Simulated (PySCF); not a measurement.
B3LYP has the VWN-RPA correlation part, as in Gaussian. 

Cartesian coordinates (Å):
```xyz
7

Hf    -0.0311    -0.1220     0.0512
H     -1.8471    -0.0864    -0.3072
H      0.6210    -1.8328    -0.2452
S      1.1457     1.4122    -1.4159
H      1.9313     0.3226    -1.7107
S      0.2552     0.4090     2.4104
H      1.0560     1.4805     2.1259
```
Charge 0, multiplicity 1.

Problem. What is the computed total energy, LUMO, HOMO, HOMO–LUMO gap, charge on the central atom (Mulliken) and dipole moment (B3LYP-D3(BJ)/def2-TZVP // BP86-D3(BJ)/def2-SVP (PySCF))?

Solution. 
```yaml
total_energy: -846.9600 Ha
LUMO: -2.34 eV
HOMO: -7.83 eV
HOMO–LUMO gap: 5.49 eV
charge on the central atom (Mulliken): 0.86 e
dipole_moment: 1.01 D
```
